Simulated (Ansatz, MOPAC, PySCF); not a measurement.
Noncovalent pair: HF (SMILES F) (first 2 atoms) with C3H8 (SMILES CCC); geometry from B3LYP-D3(BJ)/def2-TZVP, rigid monomers moved along the line of their centres of mass till H2···C5 is 2.14 Å.
(charge 0, multiplicity 1):
```xyz
13

F     -0.3619     0.0912     0.3687
H     -0.4978     0.3562     1.2480
C      0.7688    -1.0798     3.3121
C      0.0289    -0.0332     4.1410
C     -0.7837     0.9344     3.2844
H      1.3415    -1.7578     3.9468
H      0.0729    -1.6842     2.7250
H      1.4665    -0.6110     2.6138
H      0.7461     0.5338     4.7408
H     -0.6376    -0.5312     4.8504
H     -1.3085     1.6773     3.8870
H     -0.1338     1.4890     2.5982
H     -1.5480     0.3997     2.7093
```

Monomers are frozen at their geometry in the pair; levels with a basis set take the counterpoise correction. Rows marked so take none.

Cores are frozen in the correlated methods. Rows in 6-31G* carry no dispersion term and start afresh at each structure (6-31G* with six Cartesian d functions). MP2/6-31G* freezes PySCF's default core. The state that PM3 reach isn't checked.

Codes used: Ansatz (an electronic-structure program); MOPAC for PM3 (differences of heats of formation); PySCF for 6-31G* rows, the dispersion terms. Values without a source in brackets are computed.

```
level                           interaction energy (kcal/mol)
------------------------------  -----------------------------
PM3                                                     -2.08
HF/6-31G* (no counterpoise)                              0.84
PBE-D4/def2-TZVPPD                                      -2.06
r2SCAN-D3(BJ)/def2-TZVPPD                               -2.41
B3LYP/6-31G*                                             0.68
B3LYP/6-31G* (no counterpoise)                          -2.05
PBE0/def2-TZVPPD                                        -1.27
MP2/6-31G* (no counterpoise)                            -1.65
CCSD(T)/aug-cc-pVDZ                                       ___
```

Some entries are withheld; supply them.


- CCSD(T)/aug-cc-pVDZ, interaction energy (kcal/mol): -0.54
